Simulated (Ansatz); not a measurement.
Gas-phase reaction in SMILES: [F][Y][F] as doublet, charge 0 → [F][Y][F] as singlet, charge +1 + e-
Each molecule is optimised on its own at B3LYP-D3(BJ)/def2-TZVP (Ansatz, a quantum-chemistry and plane-wave program). Frequencies are from Ansatz. [F][Y][F] as doublet, charge 0: The spin state was set by rule; other spins were not relaxed. [F][Y][F] as singlet, charge +1: The spin state was set by rule; other spins were not relaxed. A spin state is the lowest found, not a proven ground state.
Geometry of the first species:
```
Y
F 1 1.9800
F 1 1.9800 2 116.49
```
Charge 0, spin multiplicity 2.

Property: adiabatic ionisation energy (0 K, with B3LYP-D3(BJ) harmonic zero-point energies), in eV. Correlated levels leave the core frozen unless marked. Open shells are spin-unrestricted. Spin-orbit coupling is left out. The frozen core is the preceding noble-gas configuration, with the filled d and f shells of earlier blocks. Past Kr the def2 sets carry scalar-relativistic core potentials. STO-3G rows are all-electron and non-relativistic. CBS marks a two-point X^-3 extrapolation of the correlation energy; Hartree-Fock from the larger set.

| level | program | adiabatic ionisation energy (eV) |
|---|---|---|
| B3LYP-D4/def2-TZVPD | Ansatz + dftd4 | 6.73 |
| PBE0-D4/def2-TZVPD | Ansatz + dftd4 | 6.54 |
| BHLYP-D3(BJ)/def2-TZVPD | Ansatz + dftd3 | 6.60 |
| wB97X-V/def2-TZVPD | Ansatz | 6.41 |
| PBE-QIDH/def2-TZVPD | Ansatz | 6.41 |

What does CCSD(T)/CBS(def2-TZVPP,def2-QZVPP) (Ansatz) give?

6.31 eV, so PBE-QIDH/def2-TZVPD differs from it by 0.10 eV.
